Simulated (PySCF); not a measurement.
H3O4V, multiplicity 1. Atoms are numbered in the order given.

```xyz
8

V      0.0000     0.0000    -0.0211
O      0.0000     0.0000    -1.5620
O      1.4350     0.8285     0.5485
H      2.0832     1.2027    -0.0606
O      0.0000    -1.6570     0.5485
H      0.0000    -2.4055    -0.0606
O     -1.4350     0.8285     0.5485
H     -2.0832     1.2027    -0.0606
```

Geometry optimised at ωB97X-D3(BJ)/def2-SVP. The spin state was assumed, not searched. One conformer was computed; it need not be the lowest.

The numbers are results of PySCF 2.14.0 with ωB97X-D3(BJ)/def2-SVP, not measurements.

Frequencies are harmonic and unscaled.

Modes within 1.5 cm⁻¹ of each other (mostly degenerate sets) share a row, with their intensities summed.

Problem. Estimate the vibrational spectrum. (An estimate is asked for; the answer gives what the named calculation found.)

Solution. 
| mode | ν (cm⁻¹) | IR (km/mol) | moving atoms (share of kinetic energy) |
|---|---|---|---|
| 1–2 | 248 | 16.1 | O 62 %, H 27 %, V 11 % |
| 3–4 | 263 | 17.3 | O 65 %, H 31 % |
| 5 | 271 | 2.0 | O 64 %, V 24 %, H 12 % |
| 6 | 301 | 0.0 | H 88 %, O 12 % |
| 7–8 | 387 | 274.2 | H 54 %, O 42 % |
| 9–10 | 646 | 397.0 | H 72 %, O 28 % |
| 11 | 670 | 89.0 | H 90 %, O 10 % |
| 12 | 765 | 59.9 | O 92 % |
| 13–14 | 838 | 418.1 | O 50 %, V 37 %, H 13 % |
| 15 | 1205 | 201.4 | O 74 %, V 26 % |
| 16–17 | 3909 | 554.9 | H 94 % |
| 18 | 3917 | 35.8 | H 94 % |
